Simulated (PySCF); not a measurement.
Gas-phase reaction: WCl6 + 3 O3 = WO3 + 6 ClO

Computed with PySCF (xtb for GFN2) and rigid-rotor harmonic-oscillator thermochemistry at 1 bar. † marks an energy on the PBE0/def2-TZVP geometry and frequencies; other levels use their own. Open shells (unrestricted): ClO (multiplicity 2, electronic degeneracy 4); the rest are closed-shell singlets. GFN2 has no spin-polarisation term. Spin-orbit splitting is ignored; it lowers the true energy and changes the entropy of ClO. B3LYP is the form with VWN-RPA correlation. W: scalar-relativistic def2 core potential, no spin-orbit coupling. The harmonic model lacks anharmonicity and excited electronic states, which grow with temperature; levels with a mode under 35 cm⁻¹ are left out. Strong static correlation: O3. Soft modes under 120 cm⁻¹ make the harmonic entropy rough for WCl6.

| level | ΔE electronic, kJ | ΔH°(298 K), kJ | ΔS°(298 K), J/K | ΔG°(2500 K), kJ |
|---|---|---|---|---|
| B3LYP/def2-TZVP† | 221 | 199 | 517 | -1045 |
| BLYP/def2-TZVP† | 285 | 263 | 517 | -981 |
| GFN2-xTB | 1044 | 1020 | 509 | -213 |
| M06-2X/def2-TZVP† | 222 | 201 | 517 | -1043 |
| PBE/def2-SVP | 626 | 608 | 515 | -625 |
| PBE0/def2-QZVP† | 278 | 257 | 517 | -988 |
| PBE0/def2-TZVP | 298 | 277 | 517 | -968 |
| r2SCAN/def2-TZVP† | 373 | 351 | 517 | -893 |
| LDA/def2-TZVP† | 654 | 632 | 517 | -612 |
| ωB97M-V/def2-TZVP† | 286 | 265 | 517 | -979 |
| ωB97X-V/def2-TZVP† | 273 | 251 | 517 | -993 |
ΔH° is lowest at B3LYP/def2-TZVP† and highest at GFN2-xTB. No reference value is set beside these.
